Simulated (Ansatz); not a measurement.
`C[CH](Cl)[GeH3]` → `[CH3][GeH]([CH3])[Cl]`  (isomerisation)

Calculated with Ansatz (gas phase, PBE0-D4/def2-TZVP geometries, no zero-point term in ΔE). CCSD(T)/CBS is the MP2 limit (def2-TZVPP, def2-QZVPP) plus CCSD(T) − MP2 in def2-TZVPP, frozen cores. DFT in def2-TZVPP. B3LYP here is the variant with VWN-RPA as its local correlation; programs differ in this. For Ge outer-core shells are correlated without core-valence functions, which leaves a few kJ/mol of doubt a bond. Scalar relativity is left out up to krypton.

```csv
level,ΔE (kcal/mol),difference from CCSD(T)/CBS
PBE-D4,-43.6,1.3
PBE0-D4,-45.2,-0.3
B3LYP-D4,-45.1,-0.2
ωB97X-V,-44.9,0.0
ωB97M-V,-45.6,-0.7
B2PLYP,-46.2,-1.3
PBE,-43.9,1.0
PBE0,-45.4,-0.5
B3LYP,-45.7,-0.8
MP2/def2-TZVPP,-47.2,-2.3
SCS-MP2/def2-TZVPP,-46.3,-1.4
CCSD/def2-TZVPP,-46.3,-1.4
CCSD(T)/def2-TZVPP,-45.7,-0.8
HF/def2-QZVPP,-48.3,-3.4
MP2/def2-QZVPP,-46.7,-1.8
SCS-MP2/def2-QZVPP,-45.9,-1.0
CCSD(T)/CBS,-44.9,0
```

Largest T1 diagnostic among the species: 0.010.

In def2-TZVPP, CCSD(T) changes the Hartree–Fock value by +2.8 kcal/mol (the triples alone add +0.6 kcal/mol) and MP2 by +1.2 kcal/mol. From PBE to PBE0 (25 % exact exchange), in def2-TZVPP and without D4, ΔE moves by −1.5 kcal/mol.
